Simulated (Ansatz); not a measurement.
FH6HfN3 (`[NH2][Hf]([NH2])([NH2])[F]`). Total charge 0; spin multiplicity 1. Hf: def2 effective core potential. The geometry is a stationary point of PBE0-D4/def2-TZVP. It is one conformer, not always the lowest.

```xyz
11

N     0.795   -1.492    0.882
Hf    0.248    0.378    0.288
N     0.689    0.540   -1.694
N    -1.777    0.507    0.472
F     1.141    1.739    1.325
H     1.075   -2.243    0.267
H     0.923   -1.793    1.839
H     0.016    0.519   -2.447
H     1.600    0.748   -2.080
H    -2.314    1.363    0.483
H    -2.397   -0.267    0.663
```

Question: What is the dipole moment at ωB97M-V/def2-TZVPP? (An estimate is asked.)

Answer: The calculation gave: 1.90 D, with components (-0.88, -1.34, -1.02) D in this frame, pointing from negative to positive charge.

Question: And with PBE, r2SCAN, B3LYP? (An estimate is asked.)

Answer: Ansatz gave: PBE 1.94 D, r2SCAN 1.95 D, B3LYP 1.98 D.

Question: Give the Mulliken charges with ωB97M-V, PBE, r2SCAN in def2-TZVPP. (Estimate.)

Answer: The calculation gave: 
| atom | ωB97M-V | PBE | r2SCAN |
| --- | --- | --- | --- |
| N1 | -0.42 | -0.43 | -0.53 |
| Hf2 | 0.92 | 0.75 | 1.02 |
| N3 | -0.42 | -0.43 | -0.53 |
| N4 | -0.42 | -0.43 | -0.53 |
| F5 | -0.36 | -0.33 | -0.38 |
| H6 | 0.12 | 0.15 | 0.16 |
| H7 | 0.11 | 0.14 | 0.15 |
| H8 | 0.12 | 0.15 | 0.16 |
| H9 | 0.11 | 0.14 | 0.15 |
| H10 | 0.11 | 0.14 | 0.15 |
| H11 | 0.12 | 0.15 | 0.16 |

B3LYP here is the variant with VWN-RPA as its local correlation; programs differ in this.
